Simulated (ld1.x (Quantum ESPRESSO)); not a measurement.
Logarithmic derivatives: silicon, RRKJ

```
Element                 : Si (Z = 14)
Generator               : ld1.x (Quantum ESPRESSO) 7.5
Type                    : norm-conserving RRKJ (Kleinman–Bylander form)
Functional              : PBE
Relativity              : fully relativistic
Frozen core             : [Ne]
Valence charge          : 4
Reference configuration : 3s2 3p1.75 (charge +0.25)
Partial waves           : 3s (bound): rc 1.75 bohr; 3p (bound): rc 2.35 bohr; 3d channel at 0.05 Ry: rc 1.80 bohr
Local potential         : all-electron potential smoothed inside 1.70 bohr (lloc = -1)
Core correction         : none
rho0                    : 0.02
```

Open shells are filled in proportion to 2j + 1 (rel_dist='average').

The phase is arctan(r·u′/u) with u = r·R(r), unwrapped; energies in Ry, scanned from -3 to 5 Ry. A pole is an energy at which the radial function vanishes at the test radius. The pseudo phase is shifted by a multiple of π to meet the all-electron one at the reference energy, and phase errors are pseudo minus all-electron; the curves can meet again beyond the range given. Levels narrower than the energy grid can be missing from the lists of poles.

Q: For each channel, where are the poles, and over which energies does the pseudopotential scatter like the atom?

A:

```json
{"channel": "s", "radius (bohr)": "2.57", "reference energy (Ry)": "-0.93", "poles, all-electron": "0.07", "poles, pseudo": "0.05, 4.18", "unbroken range about the reference energy with phases within 0.05 rad": "below 1.6", "phase error 1 Ry above the reference energy (rad)": "-0.004"}
{"channel": "p1/2", "radius (bohr)": "2.57", "reference energy (Ry)": "-0.43", "poles, all-electron": "0.93", "poles, pseudo": "0.91", "unbroken range about the reference energy with phases within 0.05 rad": "below 2.7", "phase error 1 Ry above the reference energy (rad)": "-0.002"}
{"channel": "p3/2", "radius (bohr)": "2.57", "reference energy (Ry)": "-0.43", "poles, all-electron": "0.94", "poles, pseudo": "0.92", "unbroken range about the reference energy with phases within 0.05 rad": "below 2.7", "phase error 1 Ry above the reference energy (rad)": "-0.002"}
{"channel": "d3/2", "radius (bohr)": "2.57", "reference energy (Ry)": "0.05", "poles, all-electron": "1.94", "poles, pseudo": "1.95", "unbroken range about the reference energy with phases within 0.05 rad": "below 3.7", "phase error 1 Ry above the reference energy (rad)": "+0.002"}
{"channel": "d5/2", "radius (bohr)": "2.57", "reference energy (Ry)": "0.05", "poles, all-electron": "1.94", "poles, pseudo": "1.95", "unbroken range about the reference energy with phases within 0.05 rad": "below 3.7", "phase error 1 Ry above the reference energy (rad)": "+0.002"}
```

Phases in the d3/2 channel:

```json
{"E (Ry)": "-3.00", "all-electron": "1.344", "pseudo": "1.344"}
{"E (Ry)": "-2.76", "all-electron": "1.335", "pseudo": "1.335"}
{"E (Ry)": "-2.52", "all-electron": "1.324", "pseudo": "1.324"}
{"E (Ry)": "-2.28", "all-electron": "1.311", "pseudo": "1.311"}
{"E (Ry)": "-2.04", "all-electron": "1.296", "pseudo": "1.296"}
{"E (Ry)": "-1.80", "all-electron": "1.279", "pseudo": "1.279"}
{"E (Ry)": "-1.56", "all-electron": "1.258", "pseudo": "1.258"}
{"E (Ry)": "-1.32", "all-electron": "1.232", "pseudo": "1.232"}
{"E (Ry)": "-1.08", "all-electron": "1.198", "pseudo": "1.198"}
{"E (Ry)": "-0.84", "all-electron": "1.154", "pseudo": "1.155"}
{"E (Ry)": "-0.60", "all-electron": "1.093", "pseudo": "1.093"}
{"E (Ry)": "-0.36", "all-electron": "1.002", "pseudo": "1.002"}
{"E (Ry)": "-0.12", "all-electron": "0.853", "pseudo": "0.853"}
{"E (Ry)": "0.12", "all-electron": "0.581", "pseudo": "0.581"}
{"E (Ry)": "0.36", "all-electron": "0.069", "pseudo": "0.069"}
{"E (Ry)": "0.60", "all-electron": "-0.590", "pseudo": "-0.589"}
{"E (Ry)": "0.84", "all-electron": "-1.027", "pseudo": "-1.025"}
{"E (Ry)": "1.08", "all-electron": "-1.257", "pseudo": "-1.256"}
{"E (Ry)": "1.32", "all-electron": "-1.390", "pseudo": "-1.388"}
{"E (Ry)": "1.56", "all-electron": "-1.477", "pseudo": "-1.475"}
{"E (Ry)": "1.80", "all-electron": "-1.541", "pseudo": "-1.538"}
{"E (Ry)": "2.04", "all-electron": "-1.592", "pseudo": "-1.589"}
{"E (Ry)": "2.28", "all-electron": "-1.637", "pseudo": "-1.633"}
{"E (Ry)": "2.52", "all-electron": "-1.680", "pseudo": "-1.674"}
{"E (Ry)": "2.76", "all-electron": "-1.724", "pseudo": "-1.716"}
{"E (Ry)": "3.00", "all-electron": "-1.774", "pseudo": "-1.763"}
{"E (Ry)": "3.24", "all-electron": "-1.835", "pseudo": "-1.817"}
{"E (Ry)": "3.48", "all-electron": "-1.918", "pseudo": "-1.888"}
{"E (Ry)": "3.72", "all-electron": "-2.043", "pseudo": "-1.990"}
{"E (Ry)": "3.96", "all-electron": "-2.260", "pseudo": "-2.151"}
{"E (Ry)": "4.20", "all-electron": "-2.683", "pseudo": "-2.442"}
{"E (Ry)": "4.44", "all-electron": "-3.368", "pseudo": "-2.977"}
{"E (Ry)": "4.68", "all-electron": "-3.919", "pseudo": "-3.622"}
{"E (Ry)": "4.92", "all-electron": "-4.203", "pseudo": "-4.033"}
```
